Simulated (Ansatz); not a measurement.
CH₅SeSi (`C[Se][SiH2]`) radical, relaxed with UKS PBE0-D4/def2-TZVP in Ansatz from a PBE-D4/def2-SVP geometry. The force threshold is 0.005 eV/Å; the program also tests the step.

The species carries charge 0 and has multiplicity 2.

Start:

```xyz
8

C     0.833    0.882   -0.747
Se    0.826   -1.019   -0.215
Si   -1.309   -1.123    0.600
H     0.594    1.527    0.119
H     0.113    1.054   -1.567
H     1.858    1.101   -1.101
H    -1.368   -2.439    1.338
H    -1.546    0.016    1.573
```

By how much does the energy fall, and how many steps does the optimiser take? (Estimate.)

Computed: 3.15 kJ/mol, in 7 steps, 2 of them rejected.

Which bonds change most? (An estimate is asked.)

Computed: Se2–Si3 from 2.287 to 2.258 Å; Si3–H8 from 1.517 to 1.495 Å; Si3–H7 from 1.510 to 1.490 Å; C1–H4 from 1.106 to 1.088 Å.

Give the relaxed structure. (Best estimate.)

Ansatz gave: 
```xyz
8

C     0.821    0.874   -0.741
Se    0.836   -1.006   -0.200
Si   -1.273   -1.101    0.604
H     0.573    1.505    0.109
H     0.111    1.023   -1.551
H     1.828    1.102   -1.088
H    -1.388   -2.414    1.299
H    -1.509    0.017    1.569
```
